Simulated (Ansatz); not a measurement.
Gas-phase electronic energies from Ansatz, PBE0-D4/def2-TZVP geometries. CCSD(T)/CBS adds triple-zeta CCSD(T) − MP2 to the extrapolated MP2 energy (def2 sets, frozen cores). DFT in def2-TZVPP. def2 core potentials past Kr. For Sn outer-core shells are correlated without core-valence functions, which leaves a few kJ/mol of doubt a bond. One conformer a species, not always the lowest.

`BC(B)[SiH3]` + `C[O][SnH]([OH])[Cl]` → `[BH2][SnH]([Cl])[O]C` + `BC(O)[SiH3]`  (redistribution)

```csv
level,ΔE (kJ/mol)
PBE0-D4,173.9
HF/def2-QZVPP,174.3
HF/CBS(def2),174.6
CCSD/CBS(def2),183.9
```

Question: What does CCSD(T)/CBS give? (Estimate.)

Answer: Computed: +186.9 kJ/mol. The listed levels differ from it by -13.0, -12.6, -12.3, -3.0 kJ/mol.

Largest T1 diagnostic among the species: 0.013.

From PBE to PBE0 (25 % exact exchange), in def2-TZVPP and without D4, ΔE moves by +4.4 kJ/mol. In def2-TZVPP, CCSD(T) changes the Hartree–Fock value by +9.6 kJ/mol (the triples alone add +3.0 kJ/mol) and MP2 by +22.8 kJ/mol.
